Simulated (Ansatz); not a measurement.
**One elementary step**

Start structure (SnHBrCl₂, closed shell), relaxed at PBE0-D4/def2-TZVP:

Sn1  (0.803, 1.117, 0.598)
Cl2  (-0.532, 0.351, 2.399)
Cl3  (1.582, -1.053, -0.146)
H4  (-0.451, -0.742, -1.345)
Br5  (-1.402, 0.328, -1.507)
(Å)

The step: SnHBrCl₂ ([Cl][Sn]([Cl])[BrH]) → SnBrCl + HCl; bonds formed: Cl3–H4; dative contacts that become bonds: Sn1–Br5; bonds broken: Sn1–Cl3, H4–Br5. Program: Ansatz 0.2.0. Basis: def2-TZVPP and def2-QZVPP. Cores are frozen in the correlated methods. Filled d shells of the heavier atoms are correlated. Core potentials replace the inner electrons of the atoms past krypton. The def2 sets are not built for correlating such inner shells, so the correlated values are less sure here. Extrapolation: Hartree–Fock as exp(−7.88 √X), correlation as X^−2.97. Energies below are by CCSD(T) at an estimated basis limit (MP2 extrapolated from triple and quadruple zeta, plus CCSD(T) − MP2 in triple zeta).

(1) What are the electronic barrier and the energy of the step, from the start structure to the end structure? (Judge from chemistry; the value comes from the calculation.)

No T1 diagnostic of these runs exceeds 0.012.

## Answers

(1) Computed: Barrier 3.36 kcal/mol; step energy -3.20 kcal/mol (downhill); reverse barrier, their difference, 6.56 kcal/mol. Barrier and step energy count from the start structure, the reverse barrier from the end structure.

The saddle point: One imaginary mode of 180i cm⁻¹.
```
   pair  start (Å)  saddle (Å)  end (Å)
Sn1–Br5       3.15        2.87     2.59
 Cl3–H4       2.38        1.69     1.30
Sn1–Cl3       2.42        2.57     3.01
 H4–Br5       1.44        1.60     2.46
```

Zero-point energy (harmonic, PBE0-D4): ZPE is 5.79 kcal/mol at the start and 4.82 kcal/mol at the saddle, so the barrier goes from 3.36 to 2.39 kcal/mol.

Labels in which every atom is bracketed show which atoms are joined, not bond orders.

For scale, one of the runs: CCSD(T)/def2-TZVPP, 196 basis functions (an equivalent command: `ansatz run in.yaml --threads 4`). Hardware: 4 CPU threads, shared host. Wall time 110 s; peak host memory 2.5 GiB.
